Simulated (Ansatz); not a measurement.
C6H8 (SMILES C#CC1(C)CC1), singlet, at a GFN2-xTB geometry; HF/def2-SVP run with Ansatz (a first-principles code).

Ansatz was given this input:
Ansatz 0.2 input:
```yaml
crystal:
  periodic: [false, false, false]
  atoms:
    - {symbol: C, position_ang: [1.69684914, 1.30382657, 1.08251303]}
    - {symbol: C, position_ang: [0.82335001, 0.70249933, 0.52521014]}
    - {symbol: C, position_ang: [-0.22236716, -0.01488352, -0.14197171]}
    - {symbol: C, position_ang: [-1.25464279, 0.87475895, -0.80171993]}
    - {symbol: C, position_ang: [0.14343360, -1.32367386, -0.79558972]}
    - {symbol: C, position_ang: [-0.66223867, -1.32277179, 0.46622249]}
    - {symbol: H, position_ang: [2.46117388, 1.83086645, 1.57016073]}
    - {symbol: H, position_ang: [-0.78337521, 1.51239739, -1.54858878]}
    - {symbol: H, position_ang: [-2.01811797, 0.27239533, -1.28877133]}
    - {symbol: H, position_ang: [-1.73346879, 1.51346115, -0.06058959]}
    - {symbol: H, position_ang: [-0.35066237, -1.57649825, -1.72187969]}
    - {symbol: H, position_ang: [1.17171456, -1.64884867, -0.74398513]}
    - {symbol: H, position_ang: [-1.71060320, -1.57497561, 0.40800615]}
    - {symbol: H, position_ang: [-0.18296568, -1.64733191, 1.37766177]}
basis:
  gaussian:
    orbitals: def2-SVP
hamiltonian:
  xc: hf
```

Question: Write the output that Ansatz gives for this input, abridged.

Answer: 
```
Functional definition: HF
1628 factors; their error is unknown
mean field evaluation 1: about -6298.8038 eV, gradient 3.2e1 eV
mean field evaluation 2: about -6301.7884 eV, gradient 9.4e0 eV
mean field evaluation 4: about -6302.0704 eV, gradient 7.5e-1 eV
mean field evaluation 8: about -6302.2018 eV, gradient 3.5e-1 eV
mean field -6302.20208522 eV, -231.6016548459 hartree, gradient 1.7e-5 eV, S^2 0.000000; 0 other end points of the search recorded, 0 dependent functions left out
reference -6302.20208522 eV, -231.6016548459 hartree; 22, 22 occupied and 102, 102 virtual orbitals, 1628 factors
Total energy: -6302.20208522 eV, -231.6016548459 hartree
```
